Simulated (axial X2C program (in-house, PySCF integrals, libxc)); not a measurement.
Worked dissociation energy of BaH: CCSD, spin-free

All values were computed with an axial X2C code built on PySCF integrals. Spin-free means the one-electron spin-free X2C Hamiltonian. Basis: Ba dyall-cv3z [14s14p9d5f1g], H dyall-v3z [6s2p1d] (cores contracted in-house); Gaussian nuclei, density fitting, unrestricted open shells. Masses: Ba 137.905 u, H 1.008 u.

Molecular state: M_S = 1/2, Λ = 0 (beyond evenly filled blocks: σα).

Correlated methods: 11 electrons correlated (number of frozen shells: Ba 4 s, 3 p, 2 d; H none), 227 virtual spin orbitals or spinors in MP2, 89 natural virtuals in coupled cluster.

```
E(Ba) (2M_S = 0, M_L = 0) : -8131.894885 hartree
E(H) (2M_S = 1, M_L = 0)  : -0.500004 hartree
E(BaH) at Re              : -8132.469169 hartree
ωe                        : 1144.7 cm⁻¹
ωexe                      : 13.3 cm⁻¹
```

Q: Work out De and D0.

A: De = -8131.894885 + (-0.500004) − (-8132.469169) = 0.07428 hartree = 2.021 eV. The zero-point energy is ωe/2 − ωexe/4 = 569 cm⁻¹ = 0.071 eV, so D0 = 1.951 eV.

The state is one determinant whose occupation by symmetry is held fixed; it was picked as the lowest of a PBE0 search that is not exhaustive. De is counted from the lowest determinant-based energies of the atoms at the same level, without counterpoise correction. CCSD ran in a truncated set of natural virtual spinors with an MP2 remainder; without triples it tends to underbind.

Each atomic determinant is the lowest at this level and need not be a pure term. Totals compare only within one Hamiltonian and basis.
